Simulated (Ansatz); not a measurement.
Input file for Ansatz (a program for electronic structure): U-CCSD(T)/cc-pV(T+d)Z on CH3S (SMILES [CH2]S), 2S+1 = 2, atoms moved off the minimum. Files ending in .json are basis or fitting sets from the Basis Set Exchange.

Ansatz 0.2 input:
```yaml
crystal:
  periodic: [false, false, false]
  atoms:
    - {symbol: C, position_ang: [-1.00565566, 0.35765834, -0.15418510]}
    - {symbol: S, position_ang: [0.65942072, -0.23468662, -0.01672769]}
    - {symbol: H, position_ang: [-1.84354783, -0.20431916, 0.02814428]}
    - {symbol: H, position_ang: [-1.06932271, 1.56698811, 0.07200978]}
    - {symbol: H, position_ang: [1.23825520, 0.97823963, 0.06633022]}
basis:
  gaussian:
    orbitals: cc-pV_T+d_Z.json
magnetization: {spin_polarized: true, initial_magnetization: 1}
correlation: {method: ccsd_t, electrons: outside_noble_gas}
scf: {omitted_lower_state_checks: [cluster_reference]}
output: {forces: true}
```

The log:

```
WARN ansatz: RAYON_NUM_THREADS=1 ignored (pool sized by the plan → 1); use --threads N
Functional definition: HF
these checks for a lower state are left out or cut short: cluster_reference
integrals: 0.24 GiB planned
630 factors; integrals over basis functions are off by at most 9.2e-4 eV
mean field: 0.23 GiB planned
mean field evaluation 1: about -11892.9176 eV, gradient 1.3e1 eV
mean field evaluation 2: about -11892.9203 eV, gradient 1.3e1 eV
mean field evaluation 4: about -11894.3224 eV, gradient 2.4e0 eV
mean field evaluation 8: about -11894.4522 eV, gradient 2.5e-1 eV
mean field -11894.45431027 eV, -437.1131335516 hartree, gradient 1.9e-6 eV, S^2 0.771348; 0 other end points of the search recorded, 0 dependent functions left out
6 core orbitals not correlated
reference -11894.45431027 eV, -437.1131335516 hartree; 7, 6 occupied and 98, 99 virtual orbitals, 630 factors
too little memory for Intel AMX tiles; the run may be slower
densities: 1.29 GiB planned
second order -8.93247867 eV of doubles, -0.00000000 eV of singles
coupled cluster: 0.80 GiB planned
cycle   1  -9.55262854 eV  change   -6.2e-1 eV  update   7.3e-2
cycle   2  -9.84539917 eV  change   -2.9e-1 eV  update   2.6e-2
cycle   3  -9.90120087 eV  change   -5.6e-2 eV  update   1.6e-2
cycle   4  -9.90248590 eV  change   -1.3e-3 eV  update   7.9e-3
cycle   5  -9.90404933 eV  change   -1.6e-3 eV  update   3.6e-3
cycle   6  -9.90437574 eV  change   -3.3e-4 eV  update   1.2e-3
cycle   7  -9.90453108 eV  change   -1.6e-4 eV  update   4.1e-4
cycle   8  -9.90451571 eV  change    1.5e-5 eV  update   1.5e-4
cycle   9  -9.90446022 eV  change    5.5e-5 eV  update   5.1e-5
cycle  10  -9.90446391 eV  change   -3.7e-6 eV  update   1.8e-5
cycle  11  -9.90446568 eV  change   -1.8e-6 eV  update   7.2e-6
cycle  12  -9.90446341 eV  change    2.3e-6 eV  update   2.9e-6
cycle  13  -9.90446216 eV  change    1.2e-6 eV  update   1.4e-6
perturbative correction -0.41882566 eV, -0.0153915592 hartree
the calculation of the forces begins
mean field evaluation 16: about -11894.4543 eV, gradient 1.9e-6 eV
Total energy: -11904.77759809 eV, -437.4925073818 hartree
Atom 0 at    -1.005656     0.357658    -0.154185 Å, force     2.728198     5.129190     0.403173 eV/Å
Atom 1 at     0.659421    -0.234687    -0.016728 Å, force    -0.879485     0.107905    -0.026739 eV/Å
Atom 2 at    -1.843548    -0.204319     0.028144 Å, force    -1.588777    -1.585326     0.393006 eV/Å
Atom 3 at    -1.069323     1.566988     0.072010 Å, force    -0.106843    -3.413033    -0.707181 eV/Å
Atom 4 at     1.238255     0.978240     0.066330 Å, force    -0.153093    -0.238735    -0.062260 eV/Å
Dipole moment:    -0.015608     0.179419     0.081233 e Å
Checks for a lower state left out: cluster_reference
```

The run converged.

Cost: about 50 core-seconds (a rough figure).
